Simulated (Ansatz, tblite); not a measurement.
Forces on Be10O10 (started as a model of: (BeO)10 cage of four- and six-membered rings) at its PBE-D4/def2-SVP geometry. The state is a singlet with charge 0.

The xTB rows come from tblite.

GFN2-xTB (tblite), largest force 1.03 eV/Å:

```xyz
20
positions Å, forces eV/Å
Be    1.863    1.816    1.225   -0.343   -0.326   -0.525
O     2.780    1.359    0.033   -0.963   -0.278    0.214
Be    1.614    2.247   -0.781   -0.332   -0.441    0.431
O     0.889    2.932    0.433   -0.085   -0.964   -0.341
Be   -0.197    1.848    0.828    0.463   -0.165   -0.432
O     0.727    0.944    1.858    0.243   -0.332   -0.706
Be    0.436   -0.524    1.392   -0.505    0.439   -0.096
O     1.231   -1.059    0.051   -0.295    0.283   -0.260
Be    1.934    0.182   -0.607   -0.289    0.386    0.446
O     1.007    1.085   -1.637   -0.431    0.091    0.687
Be   -0.435    0.524   -1.392    0.498   -0.433    0.094
O    -1.232    1.059   -0.052    0.302   -0.290    0.268
Be   -1.933   -0.182    0.608    0.286   -0.376   -0.453
O    -1.007   -1.085    1.637    0.437   -0.098   -0.682
Be   -1.613   -2.248    0.782    0.325    0.446   -0.437
O    -2.780   -1.359   -0.033    0.966    0.271   -0.210
Be    0.197   -1.848   -0.828   -0.471    0.169    0.424
O    -0.728   -0.944   -1.858   -0.236    0.328    0.710
Be   -1.863   -1.816   -1.224    0.338    0.332    0.520
O    -0.890   -2.932   -0.433    0.091    0.960    0.347
```

PBE-D4/def2-TZVP (Ansatz), largest force 1.10 eV/Å:

```
Be -0.692 -0.154 -0.838
O -0.347 -0.010 0.037
Be -0.143 -0.795 0.722
O 0.063 -0.344 -0.065
Be 0.646 -0.372 -0.176
O 0.078 0.027 -0.126
Be -0.248 0.251 -0.400
O 0.075 -0.060 -0.010
Be -0.495 0.572 0.183
O 0.014 0.052 0.145
Be 0.239 -0.245 0.399
O -0.067 0.052 0.021
Be 0.492 -0.559 -0.194
O -0.004 -0.061 -0.139
Be 0.134 0.801 -0.729
O 0.351 0.002 -0.032
Be -0.658 0.375 0.165
O -0.069 -0.034 0.132
Be 0.687 0.161 0.832
O -0.056 0.338 0.072
```

PBE0-D4/def2-TZVP (Ansatz), largest force 1.34 eV/Å:

```
Be -0.850 -0.228 -1.013
O -0.859 -0.007 0.040
Be -0.210 -0.982 0.868
O 0.150 -0.846 -0.122
Be 0.761 -0.438 -0.231
O 0.105 0.063 -0.510
Be -0.333 0.328 -0.446
O -0.116 0.113 -0.101
Be -0.586 0.668 0.241
O 0.005 0.035 0.531
Be 0.324 -0.322 0.445
O 0.124 -0.121 0.112
Be 0.582 -0.655 -0.252
O 0.005 -0.044 -0.525
Be 0.201 0.989 -0.875
O 0.863 -0.002 -0.035
Be -0.774 0.442 0.219
O -0.095 -0.070 0.516
Be 0.844 0.236 1.007
O -0.141 0.840 0.130
```
